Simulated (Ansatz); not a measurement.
B₂NHF (SMILES [B]=NBF), doublet: a trajectory.

in.yaml

```yaml
crystal:
  periodic: [false, false, false]
  atoms:
    - {symbol: B, position_ang: [-1.167120, -1.017300, 1.411340]}
    - {symbol: N, position_ang: [-0.476720, -0.443290, 0.533570]}
    - {symbol: B, position_ang: [0.300980, 0.239060, -0.400860]}
    - {symbol: F, position_ang: [0.866240, 1.384870, -0.056180]}
    - {symbol: H, position_ang: [0.476620, -0.163340, -1.487860]}
basis:
  gaussian: {orbitals: 6-31G}
magnetization: {spin_polarized: true, initial_magnetization: 1}
hamiltonian: {xc: {name: wB97X-V}}
md: {n_steps: 30, timestep: 0.5, temperature: 500, ensemble: nve, seed: 261, initial_velocities: maxwell_boltzmann}
```

Command:

```bash
ansatz run in.yaml --threads 1 --pin off --events-out ev --progress --plain --max-ram 4352MiB
```

Output of Ansatz 0.2.0:

```
Functional definition: wB97X-V
  name "wB97X-V"
  cite "Mardirossian & Head-Gordon, Phys. Chem. Chem. Phys. 16, 9904 (2014) doi:10.1039/C3CP54374A"
  cite "Becke, J. Chem. Phys. 107, 8554 (1997) doi:10.1063/1.475007"
  cite "Vydrov & Van Voorhis, J. Chem. Phys. 133, 244103 (2010) doi:10.1063/1.3521275"
  parameter omega = 0.3/bohr
  parameter cx = 0.167
  parameter cx1 = 0.603
  parameter cx2 = 1.194
  parameter css0 = 0.556
  parameter css1 = -0.257
  parameter cos0 = 1.219
  parameter cos1 = -1.850
  parameter b = 6.0
  parameter c = 0.01
  exchange = spin_sum(e_x_unif_sr(omega)*poly(b97_u_x, 1 - cx, cx1, cx2)) + cx*exact_x_sr(omega) + exact_x_lr(omega)
  correlation = spin_sum(e_c_pw_same_spin*poly(b97_u_same, css0, css1))
      + integral(e_c_pw_opposite_spin*poly(b97_u_opposite, cos0, cos1)) + vv10(b, c)
529 factors; integrals over basis functions are off by at most 2.0e-4 eV
186 factors; integrals over basis functions are off by at most 1.8e-6 eV
mean field evaluation 1: about -5566.4701 eV, gradient 3.6e1 eV
mean field evaluation 2: about -5564.0329 eV, gradient 4.5e1 eV
mean field evaluation 4: about -5572.1869 eV, gradient 2.3e0 eV
mean field evaluation 8: about -5572.2622 eV, gradient 1.3e-1 eV
mean field evaluation 16: about -5572.2629 eV, gradient 1.2e-4 eV
mean field -5572.26290821 eV, -204.7768848614 hartree, gradient 1.9e-5 eV, S^2 0.762048; 0 other end points of the search recorded, 0 dependent functions left out
the calculation of the forces begins
reference -5572.26290774 eV, -204.7768848440 hartree; 14, 13 occupied and 24, 25 virtual orbitals, 529 factors
md step     0: t =     0.00 fs  T =   500.0 K  F+E_penalty+E_count = -5572.26290821 eV  E_kin = 0.193890 eV  conserved = -5572.06901822 eV  (34 SCF iters)
md step     1: t =     0.50 fs  T =   477.6 K  F+E_penalty+E_count = -5572.25414296 eV  E_kin = 0.185201 eV  conserved = -5572.06894229 eV  (39 SCF iters)
md step     2: t =     1.00 fs  T =   438.1 K  F+E_penalty+E_count = -5572.23867731 eV  E_kin = 0.169895 eV  conserved = -5572.06878221 eV  (39 SCF iters)
md step     3: t =     1.50 fs  T =   388.3 K  F+E_penalty+E_count = -5572.21914820 eV  E_kin = 0.150575 eV  conserved = -5572.06857307 eV  (39 SCF iters)
md step     4: t =     2.00 fs  T =   336.7 K  F+E_penalty+E_count = -5572.19893983 eV  E_kin = 0.130579 eV  conserved = -5572.06836120 eV  (39 SCF iters)
md step     5: t =     2.50 fs  T =   292.1 K  F+E_penalty+E_count = -5572.18145554 eV  E_kin = 0.113265 eV  conserved = -5572.06819053 eV  (38 SCF iters)
md step     6: t =     3.00 fs  T =   261.3 K  F+E_penalty+E_count = -5572.16942508 eV  E_kin = 0.101333 eV  conserved = -5572.06809174 eV  (37 SCF iters)
md step     7: t =     3.50 fs  T =   248.5 K  F+E_penalty+E_count = -5572.16442405 eV  E_kin = 0.096348 eV  conserved = -5572.06807652 eV  (38 SCF iters)
md step     8: t =     4.00 fs  T =   254.1 K  F+E_penalty+E_count = -5572.16668837 eV  E_kin = 0.098549 eV  conserved = -5572.06813929 eV  (38 SCF iters)
md step     9: t =     4.50 fs  T =   275.8 K  F+E_penalty+E_count = -5572.17520337 eV  E_kin = 0.106942 eV  conserved = -5572.06826161 eV  (38 SCF iters)
md step    10: t =     5.00 fs  T =   308.4 K  F+E_penalty+E_count = -5572.18799802 eV  E_kin = 0.119581 eV  conserved = -5572.06841714 eV  (38 SCF iters)
md step    11: t =     5.50 fs  T =   345.5 K  F+E_penalty+E_count = -5572.20256505 eV  E_kin = 0.133989 eV  conserved = -5572.06857607 eV  (38 SCF iters)
md step    12: t =     6.00 fs  T =   380.7 K  F+E_penalty+E_count = -5572.21633288 eV  E_kin = 0.147623 eV  conserved = -5572.06871011 eV  (38 SCF iters)
md step    13: t =     6.50 fs  T =   408.3 K  F+E_penalty+E_count = -5572.22711185 eV  E_kin = 0.158315 eV  conserved = -5572.06879713 eV  (38 SCF iters)
md step    14: t =     7.00 fs  T =   424.5 K  F+E_penalty+E_count = -5572.23343871 eV  E_kin = 0.164613 eV  conserved = -5572.06882596 eV  (39 SCF iters)
md step    15: t =     7.50 fs  T =   428.0 K  F+E_penalty+E_count = -5572.23475565 eV  E_kin = 0.165958 eV  conserved = -5572.06879796 eV  (39 SCF iters)
md step    16: t =     8.00 fs  T =   419.5 K  F+E_penalty+E_count = -5572.23139723 eV  E_kin = 0.162673 eV  conserved = -5572.06872473 eV  (39 SCF iters)
md step    17: t =     8.50 fs  T =   401.7 K  F+E_penalty+E_count = -5572.22440673 eV  E_kin = 0.155780 eV  conserved = -5572.06862635 eV  (33 SCF iters)
md step    18: t =     9.00 fs  T =   378.3 K  F+E_penalty+E_count = -5572.21523318 eV  E_kin = 0.146708 eV  conserved = -5572.06852493 eV  (40 SCF iters)
md step    19: t =     9.50 fs  T =   353.2 K  F+E_penalty+E_count = -5572.20539439 eV  E_kin = 0.136955 eV  conserved = -5572.06843951 eV  (40 SCF iters)
md step    20: t =    10.00 fs  T =   329.6 K  F+E_penalty+E_count = -5572.19618791 eV  E_kin = 0.127807 eV  conserved = -5572.06838103 eV  (40 SCF iters)
md step    21: t =    10.50 fs  T =   309.9 K  F+E_penalty+E_count = -5572.18852086 eV  E_kin = 0.120170 eV  conserved = -5572.06835042 eV  (40 SCF iters)
md step    22: t =    11.00 fs  T =   295.4 K  F+E_penalty+E_count = -5572.18289342 eV  E_kin = 0.114554 eV  conserved = -5572.06833937 eV  (40 SCF iters)
md step    23: t =    11.50 fs  T =   286.7 K  F+E_penalty+E_count = -5572.17952413 eV  E_kin = 0.111191 eV  conserved = -5572.06833353 eV  (40 SCF iters)
md step    24: t =    12.00 fs  T =   284.3 K  F+E_penalty+E_count = -5572.17855533 eV  E_kin = 0.110235 eV  conserved = -5572.06832081 eV  (39 SCF iters)
md step    25: t =    12.50 fs  T =   288.6 K  F+E_penalty+E_count = -5572.18022554 eV  E_kin = 0.111927 eV  conserved = -5572.06829818 eV  (40 SCF iters)
md step    26: t =    13.00 fs  T =   300.7 K  F+E_penalty+E_count = -5572.18489655 eV  E_kin = 0.116620 eV  conserved = -5572.06827691 eV  (42 SCF iters)
md step    27: t =    13.50 fs  T =   321.3 K  F+E_penalty+E_count = -5572.19286969 eV  E_kin = 0.124590 eV  conserved = -5572.06827970 eV  (42 SCF iters)
md step    28: t =    14.00 fs  T =   350.0 K  F+E_penalty+E_count = -5572.20403933 eV  E_kin = 0.135710 eV  conserved = -5572.06832965 eV  (40 SCF iters)
md step    29: t =    14.50 fs  T =   384.5 K  F+E_penalty+E_count = -5572.21754908 eV  E_kin = 0.149113 eV  conserved = -5572.06843651 eV  (39 SCF iters)
md step    30: t =    15.00 fs  T =   420.5 K  F+E_penalty+E_count = -5572.23165909 eV  E_kin = 0.163072 eV  conserved = -5572.06858692 eV  (33 SCF iters)
Total energy: -5572.23165859 eV, -204.7757364590 hartree
Atom 0 at    -1.210575    -0.989488     1.434264 Å, force     1.132423     0.630718    -1.187482 eV/Å
Atom 1 at    -0.436095    -0.481438     0.542635 Å, force    -1.082630    -0.791531     0.676867 eV/Å
Atom 2 at     0.291481     0.199283    -0.469943 Å, force    -0.012200     1.373055     2.148810 eV/Å
Atom 3 at     0.870764     1.417705    -0.031944 Å, force    -0.245497    -1.005965    -0.838889 eV/Å
Atom 4 at     0.394714    -0.123777    -1.575599 Å, force     0.207904    -0.206277    -0.799306 eV/Å
Dipole moment:    -0.316140    -0.391138     0.105365 e Å

[the SCF lines of later steps are left out]
```

The run took about 2.4 min on 1 CPU thread (shared host).
